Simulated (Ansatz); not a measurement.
Reactions of `N#[C][Sn]([F])([F])[Cl]`.

Program: Ansatz. Geometries: PBE0-D4/def2-TZVP. ΔE: electronic, gas phase. CBS: MP2 limit from def2 TZ/QZ plus the TZ coupled-cluster correction, frozen cores. This one scheme is used for every species, atoms too. For atomizations the MP2-based limit and the directly extrapolated one differ by several kJ/mol either way, and by 10 to 25 for some Ge, Se and Sn compounds, so smaller differences from it don't rank the levels. Functionals use def2-TZVPP. No spin–orbit coupling; open shells (•) take unrestricted orbitals. Spin–orbit coupling would lower the free atoms: a little for C, Cl, F; strongly for Sn. Elements past krypton have def2 core potentials. For I, Sn outer-core shells are correlated without core-valence functions, so the limit isn't a true one: a few kJ/mol of doubt a bond, and 10 to 20 or more in all where bonds break to atoms.

```
                                                          reaction  PBE-D4 (kJ/mol)  ωB97M-V (kJ/mol)  CCSD(T)/def2-SVP (kJ/mol)  CCSD(T)/CBS(def2) (kJ/mol)
 `N#[C][Sn]([F])([F])[Cl]` + H–F → `[F][Sn]([F])([F])[Cl]` + `C#N`              -43               -42                        -42                         -37
  `N#[C][Sn]([F])([F])[Cl]` + HI → `[F][Sn]([F])([Cl])[I]` + `C#N`             -113              -107                       -100                        -113
       `N#[C][Sn]([F])([F])[Cl]` + H₂ → `N#[C][SnH]([F])[F]` + HCl               50                47                         42                          52
            `N#[C][Sn]([F])([F])[Cl]` → C• + Cl• + 2 F• + N• + Sn•             2407              2303                       2097                        2326
`N#[C][Sn]([F])([F])[Cl]` + HCl → `[F][Sn]([F])([Cl])[Cl]` + `C#N`              -82               -81                        -76                         -79
```

Largest T1 diagnostic: 0.015, for `N#[C][SnH]([F])[F]`.
